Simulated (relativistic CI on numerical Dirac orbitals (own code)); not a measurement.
**Hyperfine structure of Ir49+, mass number 191**

Computed by Dirac-Coulomb-Breit CI, KLI orbitals optimised for each configuration, model QED, unscaled Slater integrals (own radial code, finite nucleus).

CI space (outside the closed core [Ne]): 3s²3p⁶3d¹⁰, 3s²3p⁶3d⁹4s, 3s²3p⁶3d⁹4p, 3s²3p⁶3d⁹4d, 3s²3p⁵3d¹⁰4s, 3s²3p⁶3d⁹4f, 3s²3p⁵3d¹⁰4p, 3s²3p⁶3d⁸4s², 3s²3p⁵3d¹⁰4d, 3s²3p⁶3d⁸4s4p, 3s3p⁶3d¹⁰4s, 3s²3p⁶3d⁹5s, 3s²3p⁵3d¹⁰4f, 3s²3p⁶3d⁸4p², 3s²3p⁶3d⁸4s4d, 3s²3p⁶3d⁹5p. Levels of other configurations are missing.

Nuclear spin I = 3/2, μ = 0.1502 μN, Q = 0.816 b (tables of Stone and Pyykkö). The electronic factors are computed for point nuclear moments, without core polarisation or the Bohr-Weisskopf and QED corrections.

| Level | E (eV) | A (MHz) | B (MHz) |
| --- | --- | --- | --- |
| 3s²3p⁶3d⁹4s ³D3 | 1737.61 | 40000 | -74100 |
| 3s²3p⁶3d⁹4s ¹D2 | 1739.62 | -31190 | -58500 |
| 3s²3p⁶3d⁹4s ³D1 | 1818.35 | -40640 | -30900 |
| 3s²3p⁶3d⁹4s ³D2 | 1819.62 | 62840 | -62500 |
| 3s²3p⁶3d⁹4p ³P°2 | 1841.52 | -6654 | -53700 |
| 3s²3p⁶3d⁹4p ³F°2 | 1922.20 | 25940 | -57600 |
| 3s²3p⁶3d⁹4p ³F°4 | 1968.44 | 5528 | 50500 |
| 3s²3p⁶3d⁹4p ¹P°1 | 1971.74 | 1891 | -7280 |

Levels with J = 0, under 50 % of one LS term, or S terms without an open s electron are left out. Small factors come from cancelling terms and can be off by tens of per cent or more.

At this charge energies of transitions that change n are usually good to better than 1 %, and those within a shell (Δn = 0) to a few per cent.

Problem. Give the hyperfine levels of 3s²3p⁶3d⁹4s ³D3 relative to its centre of gravity.

Solution. With K = F(F + 1) − I(I + 1) − J(J + 1), E = AK/2 + B[¾K(K + 1) − I(I + 1)J(J + 1)]/[2I(2I − 1)J(2J − 1)]: F = 3/2: -284500, F = 5/2: -128900, F = 7/2: 37060, F = 9/2: 161500 MHz.

LS names give the leading component of a level, which can be under half, so a name can repeat, a term be missing and a line seem to break the LS rules.
